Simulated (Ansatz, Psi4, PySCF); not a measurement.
C2H3N, charge +1, doublet, at a GFN2-xTB geometry (a state made from the parent by changing its charge; the spin is typed, not shown lowest), atoms displaced at random by about 0.08 Å a coordinate. Base run: PBE/6-31G, gradient (PySCF).

Input for PySCF:
```python
from pyscf import gto, scf, dft

mol = gto.M(
    atom='''
C    -1.163426   -0.032163    0.083148
C     0.193853   -0.050289    0.074869
N     1.338053    0.051842   -0.060847
H    -1.511259   -0.727002   -0.847502
H    -1.483348   -0.166940    0.954335
H    -1.539290    1.043212   -0.297164
''',
    basis='6-31g',
    charge=1,
    spin=1,
    verbose=4,
)

mf = dft.UKS(mol)
mf.xc = 'pbe'
mf.kernel()
g = mf.nuc_grad_method()
grad = g.kernel()
```

Programs used: Ansatz (a program for electronic structure), Psi4, PySCF; a row that names a program was run with it.

The coordinate followed is x of atom 6.

Variants of this job, named by their change:

| change | dE/dx (Eh/bohr) | net force (Eh/bohr) |
|---|---|---|
| base | -0.001877 | 0.000004 |
| conv_tol = 1e-11 | -0.001877 | 0.000004 |
| grids.level = 0; grid_response = off | -0.002343 | 0.008707 |
| conv_tol = 1e-6 | -0.001874 | 0.000004 |
| finite difference step (bohr) = 1e-4; conv_tol = 1e-11 | -0.001877 | - |
| code = psi4 | -0.001878 | 0.000006 |
| density fitting = on | -0.001881 | 0.000004 |
| grids.level = 5; grid_response = off | -0.001876 | 0.000001 |
| finite difference step (bohr) = 0.2; conv_tol = 1e-11 | -0.001983 | - |
| code = ansatz | -0.001877 | 0.000000 |
| conv_tol = 1e-4 | -0.001836 | 0.000004 |
| grids.level = 1; grid_response = off | -0.001878 | 0.000245 |

The net force is zero for an exact gradient.

Open shells are given as the SCF converged; they aren't shown to be the lowest states, and a large step between rows can be another state.
